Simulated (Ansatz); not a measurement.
C$_{2}$H$_{7}$BGeO (`BC(=C)[O][GeH3]`), relaxed with RKS PBE-D4/def2-SVP in Ansatz 0.2.0 from a rough embedded geometry. The force threshold is 0.03 eV/Å; the program also tests the step.

Total charge 0; spin multiplicity 1.

Start:

```xyz
12

B    -1.152    0.884    0.549
C    -0.386    0.301   -0.691
C    -0.810    0.630   -1.918
O     0.697   -0.644   -0.558
Ge    1.475   -1.125    0.967
H    -0.740    0.690    1.681
H    -2.033    1.636    0.437
H    -1.666    1.235   -2.033
H    -0.377    0.195   -2.744
H     1.972    0.124    1.768
H     0.392   -1.839    1.846
H     2.630   -2.087    0.696
```

```tsv
step	energy (eV)	largest force (eV/Å)	largest move (Å)
1	-61402.4601	2.668	0.000
2	-61402.7378	1.552	0.134
3	-61402.8322	0.881	0.097
4	-61402.8666	0.450	0.038
5	-61402.8758	0.067	0.035
6	-61402.8762	0.036	0.012
7	-61402.8763	0.018	0.005
```

End:

```xyz
12

B    -1.090    0.895    0.568
C    -0.367    0.266   -0.647
C    -0.818    0.578   -1.904
O     0.702   -0.583   -0.549
Ge    1.432   -1.104    1.039
H    -0.736    0.665    1.711
H    -2.034    1.636    0.381
H    -1.674    1.255   -2.023
H    -0.339    0.162   -2.807
H     1.981    0.133    1.796
H     0.376   -1.868    1.878
H     2.567   -2.034    0.556
```

Run time 10 s (4 threads of an Intel Xeon Platinum 8488C on a shared host); peak host memory 0.19 GiB.
